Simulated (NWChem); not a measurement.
Basis-set convergence for H2BrNSi

```xyz
5

Si     0.8055     1.1203     0.0000
Br    -0.8986    -0.4330     0.0000
N      2.1399     0.0169     0.0000
H      2.0877    -1.0079     0.0000
H      3.1062     0.3608     0.0000
```
Charge 0, spin multiplicity 1.

Program: NWChem. Structure: optimised with PBE/def2-SVP, a minimum by its harmonic frequencies. It is one conformer; others weren't searched.

Quantity: vertical ionisation energy at the level ΔMP2 (Δ: difference of total energies, the cation a doublet at the parent's geometry with its hole in an orbital of symmetry a' (Cs labels); it is the state that the SCF runs reached, from PBE0 orbitals for Hartree-Fock references, and need not be the lowest).

The Hamiltonian is non-relativistic. The correlated methods keep 15 core orbitals frozen. The Pople sets run with spherical d functions. The structure started from a generated list of species. The stability of the SCF solutions was not checked. Open-shell Hartree-Fock references start from PBE0 orbitals; any time given for them includes that run.

The cost column gives rough processor time relative to STO-3G; each entry includes its own SCF.

```csv
basis,functions,vertical ionisation energy (eV),relative cost
STO-3G,34,5.79,1
3-21G,48,8.62,under 3
6-31G*,68,9.08,3
pcseg-1,69,9.15,4
def2-SVP,74,9.07,under 3
aug-cc-pVDZ,104,9.27,20
cc-pVTZ,135,9.32,50
def2-TZVPD,155,9.35,20
```

Smallest basis within 0.05 eV of def2-TZVPD, the largest set run: cc-pVTZ, with 135 functions against 155. def2-TZVPD isn't the basis-set limit itself, and a small set can land close by cancellation.
